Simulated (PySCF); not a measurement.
# Computed vibrations of [Bi(NH3)]3+

[Bi(NH3)]3+ (singlet). PySCF 2.14.0, RKS BP86, Bi def2-SVP with ECP60, N def2-SVP, H def2-SVP; non-relativistic Hamiltonian with scalar-relativistic core potentials where named; density fitting; no spin-orbit coupling. Central differences of gradients.

```xyz
5

Bi    0.0000    0.0000   -0.1828
N     0.0000    0.0000    2.1700
H     0.9794    0.0000    2.5878
H    -0.4897    0.8481    2.5878
H    -0.4897   -0.8482    2.5878
```

Run from Python with OMP_NUM_THREADS=2. Where DIIS fails, smearing, a level shift and second-order steps follow.
It took 11 s on 2 threads of Arm Neoverse V1, with other jobs on the host.

(1) What are the harmonic wavenumbers and infrared intensities?

(2) Is this a minimum?

Results:

(1) Modes are labelled in C3v; negative numbers are unstable modes, those under 60 cm⁻¹ near the noise; a finer grid moves soft modes by up to 10 cm⁻¹.
```tsv
cm⁻¹	km/mol	symmetry
369	0.1	a1
785	33.3	e
785	33.3	e
1339	65.5	a1
1471	88.5	e
1471	88.5	e
3022	622.0	a1
3101	331.7	e
3101	331.7	e
```

(2) Yes. Ideal gas at 298.15 K and 1 bar: S = 264.7 J/(mol K), Cp = 46.6 J/(mol K), H − H(0 K) = 11.3 kJ/mol (rigid rotor, harmonic modes, spin degeneracy alone).
